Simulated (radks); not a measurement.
Results of a calculation; reference values are marked as such.
All-electron atom: the hafnium ion Hf15+ in [Kr] 4d10 4f11.

Level of theory: scalar-relativistic Kohn-Sham, PBE, spin-polarised, spherical densities, finite nucleus; open shells are filled with parallel spins first (spin-orbit coupling, left out, can overturn this in heavy ions); Fermi nuclear charge, rms radius 5.347 fm (a radial shooting solver on a logarithmic mesh with Libxc functionals).

Energy parts (hartree):
part                       energy
total                 -14997.7931
kinetic                16433.2321
electron-nucleus      -36308.4684
Hartree                 5173.5688
exchange-correlation    -296.1257

Orbitals (lengths in bohr, moments of r in powers of bohr; r(90%) holds 90 % of the orbital's charge):
orbital  occ.  eigenvalue (hartree)  r(90%)  <1/r>
1s up       1             -2410.591  0.0345  83.78
1s down     1             -2410.591  0.0345  83.78
2s up       1             -422.1902   0.125  19.57
2s down     1             -422.1884   0.125  19.57
2p up       3             -372.2602   0.117  17.85
2p down     3             -372.2590   0.117  17.85
3s up       1             -105.3806   0.306  7.240
3s down     1             -105.3093   0.306  7.244
3p up       3             -90.45419   0.312  6.714
3p down     3             -90.38270   0.312  6.718
3d up       5             -72.76620   0.293  6.352
3d down     5             -72.71187   0.293  6.355
4s up       1             -30.50904   0.666  3.092
4s down     1             -30.37635   0.666  3.090
4p up       3             -25.55991   0.712  2.828
4p down     3             -25.43081   0.712  2.826
4d up       5             -19.14717   0.774  2.537
4d down     5             -19.02021   0.775  2.534
4f up       7             -11.95101   0.892  2.155
4f down     4             -11.82229   0.896  2.149
5s up       0             -12.42549    1.36  1.407
5s down     0             -12.35211    1.36  1.401
5p up       0             -10.82540    1.47  1.282
5p down     0             -10.76200    1.48  1.277

The highest occupied level is 4f down at -321.70 eV. The configuration is held as typed, so some empty levels lie below it. For comparison, the ionisation energy in NIST's Atomic Spectra Database is 359 eV (theoretical). In exact Kohn-Sham theory the highest level is minus the ionisation energy, but local and semilocal functionals leave it too shallow, through self-interaction and a potential that decays too fast; potentials with the right tail come closer. Summed over all electrons, <r^2> = 10.28 bohr^2, which gives a Langevin (diamagnetic) susceptibility term of -8.14 x 10^-6 cm^3/mol. The electron density at the nucleus is 1.281e+06 e/bohr^3 (large components only). The spin density at the nucleus is -12.03 e/bohr^3 (1s 0.05, 2s -1.39, 3s -17.44, 4s 6.75).
